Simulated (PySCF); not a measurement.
Atom-mapped SMILES (the numbers label the heavy atoms): `[CH3:1][NH:2][c:3]1[cH:4][cH:5][cH:6][cH:7][cH:8]1`; H(Xn) means a hydrogen on atom n.

Non-relativistic, one computed conformer, one averaged value for each set of equivalent atoms, isolated molecule. Structure optimised with GFN2-xTB; GIAO PBE0/pcSseg-1 shieldings; PySCF 2.14.0 with density-fitted response routines.

Task: Predict the 2D correlation tables (HSQC, COSY, HMBC).

Result: 

HSQC (one-bond C–H):
| δH | δC |
| --- | --- |
| 7.45 (H(C5)/H(C7)) | 135.0 (C5/C7) |
| 6.89 (H(C6)) | 121.5 (C6) |
| 6.64 (H(C4)/H(C8)) | 115.1 (C4/C8) |
| 2.94 (H(C1)) | 31.9 (C1) |

COSY cross peaks (H two or three bonds apart, from the bond graph; peaks can be absent where the dihedral angle is near 90°):
| δH | δH |
| --- | --- |
| 7.45 (H(C5)/H(C7)) | 6.89 (H(C6)) |
| 7.45 (H(C5)/H(C7)) | 6.64 (H(C4)/H(C8)) |

HMBC (two and three bonds, from the bond graph):
| δH | δC |
| --- | --- |
| 7.45 (H(C5)/H(C7)) | 153.7 (C3), 135.0 (C5/C7), 121.5 (C6), 115.1 (C4/C8) |
| 6.89 (H(C6)) | 135.0 (C5/C7), 115.1 (C4/C8) |
| 6.64 (H(C4)/H(C8)) | 153.7 (C3), 135.0 (C5/C7), 121.5 (C6), 115.1 (C4/C8) |
| 2.94 (H(C1)) | 153.7 (C3) |

δ = σ(ref) − σ, references computed at the same level: ¹H (σref 31.72), ¹³C (σref 186.93) against TMS.

Short H···H contacts in this conformer between protons four or more bonds apart (candidates for NOE cross peaks, intensity ∝ r⁻⁶): H(C1)···H(C4) 2.27 Å.

The OH or NH signal is concentration- and solvent-dependent in practice; the value given is the gas-phase one. Shifts are as computed. Against solution values, carbons near 30 ppm lie about +3 ppm off and those near 130 ppm about +5 ppm. Of 1211 compounds with measured shifts, 218 miss one by over three times the rms of a fit or turn the order of signals round; such compounds aren't used in these exercises.
